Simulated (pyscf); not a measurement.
Optimised with ωB97X-D3(BJ)/def2-SVP in PySCF. Correlated levels are frozen-core, on RHF or UHF. ΔMP2 is the change of the MP2 total energy from the triple- to the quadruple-zeta basis.

SMILES: [Ga](=[AsH])[AsH2]
```xyz
6

As    -0.0544     2.6620    -1.3036
Ga     0.6335     0.7733    -0.3828
As     1.3929    -1.2594     0.6054
H     -1.4125     2.0997    -0.8479
H      0.2965    -2.0345    -0.1072
H      0.5346    -1.0027     1.8335
```

Problem. What is the homolytic dissociation enthalpy (298 K, CCSD(T)/def2-TZVPP + ΔMP2(QZVPP)) of the As–Ga bond of `[AsH]=[Ga][AsH2]`, to [Ga=AsH]• + AsH₂•?

Solution. As–Ga to [Ga=AsH]• + AsH₂•: 214.5 kJ/mol. The radicals are drawn with the spin at the cut bond; how far it spreads was not checked. The CCSD(T) − MP2 part came from Ansatz, without density fitting, on the same reference. The frozen core leaves the outer d or s,p core shells of the metals and heavy elements correlated in the MP2 and CC values, and def2-TZVPP describes them poorly, which can shift differences by a few kcal/mol. Elements up to Kr have no core potential and no relativistic terms here.
